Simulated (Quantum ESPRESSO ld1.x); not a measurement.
Values are calculated unless marked as measured or tabulated.
All-electron atom: the zinc ion Zn13+ in [Ne] 3s1.75 3p5 4s0.25 (fractional occupations, a model configuration). Level of theory: scalar-relativistic Kohn-Sham, relativistic LDA (MacDonald-Vosko exchange, VWN5 correlation), spin-unpolarised, spherical densities, point nucleus (ld1.x of Quantum ESPRESSO 7.5).

Unscreened Slater integrals over Kohn-Sham orbitals (hartree).

integral,value
"F0(4s,4s)",0.73472
"F0(4s,3p)",0.90753
"G1(4s,3p)",0.092006
"F0(4s,3s)",0.90577
"G0(4s,3s)",0.069113
"F0(4s,2p)",1.0354
"G1(4s,2p)",0.051316
"F0(4s,2s)",1.0242
"G0(4s,2s)",0.038964
"F0(3p,3p)",1.5136
"F2(3p,3p)",0.76639
"F0(3p,3s)",1.5053
"G1(3p,3s)",0.99208
"F0(3p,2p)",2.0203
"F2(3p,2p)",0.47022
"G0(3p,2p)",0.18838
"G2(3p,2p)",0.20219
"F0(3p,2s)",1.9683
"G1(3p,2s)",0.14701
"F0(3s,3s)",1.4997
"F0(3s,2p)",1.9747
"G1(3s,2p)",0.18844
"F0(3s,2s)",1.9375
"G0(3s,2s)",0.15004
"F0(2p,2p)",4.6202
"F2(2p,2p)",2.1839
"F0(2p,2s)",4.2465
"G1(2p,2s)",2.4377
"F0(2s,2s)",4.0069

Derived for the open shells (J is the average intra-shell exchange parameter used in DFT+U). 3p: J = F2/5 = 0.1533 hartree.
